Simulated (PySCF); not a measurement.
Species: `FB([C@@H]1N=C1)F`. The columns A, B, C and D hold Mulliken, IAO, Hirshfeld and ESP-fitted charges (e) of one PBE0/pcSseg-1 density (PySCF), in a shuffled order. Coordinates in Å (PBE0-D3(BJ)/def2-SVP); the density's dipole moment is (-0.34, 1.32, 2.43) D.

```csv
atom,x,y,z,A,B,C,D
F1,1.697,-1.694,-0.248,-0.312,-0.285,-0.301,-0.139
B2,0.987,-0.606,-0.469,+0.724,+0.781,+0.741,+0.302
F3,1.452,0.255,-1.354,-0.313,-0.289,-0.271,-0.140
C4,-0.335,-0.328,0.285,-0.267,-0.362,-0.423,-0.105
C5,-0.837,1.040,0.431,+0.041,+0.101,+0.143,+0.065
N6,-1.424,0.468,-0.500,-0.210,-0.236,-0.255,-0.130
H7,-0.730,-1.098,0.961,+0.151,+0.155,+0.196,+0.043
H8,-0.814,2.002,0.949,+0.186,+0.135,+0.170,+0.103
```

Problem. Which column most likely holds the ESP-fitted charges?

Solution. C. Σ q r misses the density's dipole by 0.07 D (C), 0.54 D (A), 0.81 D (B), 1.10 D (D). Charges fitted to the outside potential are the only set here that is tied to the molecule's multipoles.

Problem. And the Hirshfeld charges?

Solution. D. The mean sizes are 0.128 e (D), 0.276 e (A), 0.293 e (B), 0.313 e (C), and Hirshfeld charges are commonly the smallest of these schemes.

As computed, A = IAO, B = Mulliken, C = ESP-fitted, D = Hirshfeld. Hydrogens on carbon: IAO +0.15 to +0.19, Mulliken +0.14 to +0.15, ESP-fitted +0.17 to +0.20, Hirshfeld +0.04 to +0.10 e.

The Mulliken scheme gives each basis function's population to the atom it is centred on and halves the overlap population of two atoms between them. The Hirshfeld scheme weights the molecular density at each point by an atom's share of the summed free-atom densities.

Geometry: PBE0-D3(BJ)/def2-SVP, one conformer, isolated molecule.

Conformer computed: `[F:1][B:2]([F:3])[C@H:4]1[CH:5]=[N:6]1`: F1–B2–C4–C5 157°.
